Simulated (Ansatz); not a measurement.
`[CH3][Ge]([CH3])([OH])[OH]` + GeH₄ → `[CH3][Ge]([OH])([OH])[GeH3]` + CH₄  (formal exchange of groups at a Ge–C bond)

Gas-phase electronic energies from Ansatz, PBE0-D4/def2-TZVP geometries. CCSD(T)/CBS adds triple-zeta CCSD(T) − MP2 to the extrapolated MP2 energy (def2 sets, frozen cores). This one scheme is used for every species. DFT in def2-TZVPP. For Ge outer-core shells are correlated without core-valence functions, which leaves a few kJ/mol of doubt a bond. Scalar relativity is left out up to krypton. Each species was taken in one conformer, which may not be the lowest.

```json
{"level": "r2SCAN-D4", "ΔE (kJ/mol)": "-35.0"}
{"level": "PBE0-D4", "ΔE (kJ/mol)": "-35.5"}
```

(1) What does CCSD(T)/CBS give? (Best estimate.)

Largest T1 diagnostic among the species: 0.012.

Answers

(1) Ansatz gave: -29.2 kJ/mol. The listed levels differ from it by -5.8, -6.3 kJ/mol.

From PBE to PBE0 (25 % exact exchange), in def2-TZVPP and without D4, ΔE moves by +5.6 kJ/mol. In def2-TZVPP, CCSD(T) changes the Hartree–Fock value by −6.8 kJ/mol (the triples alone add −1.4 kJ/mol) and MP2 by −7.1 kJ/mol.

CCSD(T)/CBS has its own doubt, a few kJ/mol and more with outer-core shells, so smaller differences from it don't rank the levels.
